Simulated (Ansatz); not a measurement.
`CSC[SeH]`. Total charge 0; spin multiplicity 1. The structure was optimised at the PBE0-D4/def2-TZVP level. It is one conformer, not always the lowest.

```xyz
10

C    -1.449   -0.601    0.284
S     0.234   -1.007    0.750
C     1.141   -0.058   -0.462
Se    0.971    1.896   -0.374
H    -1.691   -0.989   -0.707
H    -2.104   -1.070    1.019
H    -1.596    0.480    0.310
H     2.190   -0.323   -0.347
H     0.831   -0.316   -1.477
H     1.472    1.989    1.003
```

**Question.** What is the dipole moment at PBE/def2-TZVPP? (Best estimate.)

**Answer.** Ansatz gave: 0.82 D, with components (-0.52, -0.44, -0.46) D in this frame, pointing from negative to positive charge.

**Question.** And with r2SCAN, B3LYP, ωB97M-V? (Estimate.)

**Answer.** Ansatz gave: r2SCAN 0.86 D, B3LYP 0.82 D, ωB97M-V 0.78 D.

**Question.** Give the Mulliken charges with PBE, ωB97M-V, B3LYP in def2-TZVPP. (Best estimate.)

**Answer.** Ansatz gave: 
```json
{"atom": "C1", "PBE": "-0.27", "ωB97M-V": "-0.36", "B3LYP": "-0.28"}
{"atom": "S2", "PBE": "-0.09", "ωB97M-V": "-0.03", "B3LYP": "-0.08"}
{"atom": "C3", "PBE": "-0.23", "ωB97M-V": "-0.34", "B3LYP": "-0.24"}
{"atom": "Se4", "PBE": "-0.09", "ωB97M-V": "-0.08", "B3LYP": "-0.07"}
{"atom": "H5", "PBE": "0.11", "ωB97M-V": "0.13", "B3LYP": "0.11"}
{"atom": "H6", "PBE": "0.12", "ωB97M-V": "0.13", "B3LYP": "0.12"}
{"atom": "H7", "PBE": "0.12", "ωB97M-V": "0.14", "B3LYP": "0.12"}
{"atom": "H8", "PBE": "0.16", "ωB97M-V": "0.18", "B3LYP": "0.15"}
{"atom": "H9", "PBE": "0.13", "ωB97M-V": "0.16", "B3LYP": "0.13"}
{"atom": "H10", "PBE": "0.05", "ωB97M-V": "0.07", "B3LYP": "0.04"}
```

B3LYP here is the variant with VWN-RPA as its local correlation; programs differ in this.
